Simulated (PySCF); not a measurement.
# Worked example: dipole moment from atomic charges

Hf(Cl)3(SH) (Cl3HHfS), SMILES [Cl][Hf]([SH])([Cl])[Cl], multiplicity 1. Atoms are numbered in the order given.

```xyz
6

Hf    -0.0405    -0.0029     0.0000
Cl    -0.4505     1.3023    -1.9067
Cl    -0.4505     1.3023     1.9067
Cl    -1.2499    -2.0050     0.0000
S      2.2976    -0.6630     0.0000
H      2.7189     0.6285     0.0000
```

Geometry optimised at B3LYP-D3(BJ)/def2-SVP. The spin state was assumed, not searched. The def2 effective core potentials stand for the cores of Hf; spin–orbit coupling is left out. The values are those of a single conformer.

Charges (e) from PBE/def2-TZVP (PySCF):

```
atom  ESP fit  Mulliken
----  -------  --------
Hf1     0.498     1.033
Cl2    -0.158    -0.283
Cl3    -0.158    -0.283
Cl4    -0.096    -0.275
S5     -0.270    -0.369
H6      0.184     0.178
```

The dipole moment of the full density is 0.64 D.

**Question.** What dipole moment does each set of point charges give, and which comes closer to that of the density?

**Answer.** 
μ = Σ q r, and 1 e Å = 4.8032 D.
ESP fit: Σ q r = (0.122, 0.074, 0.000) e Å, |μ| = 0.69 D.
Mulliken: Σ q r = (0.193, 0.168, 0.000) e Å, |μ| = 1.23 D.
ESP fit comes closer in size. Point charges leave out the atoms' own dipoles (lone pairs, polarised bonds); fits to the potential absorb them, partitions of the density don't.
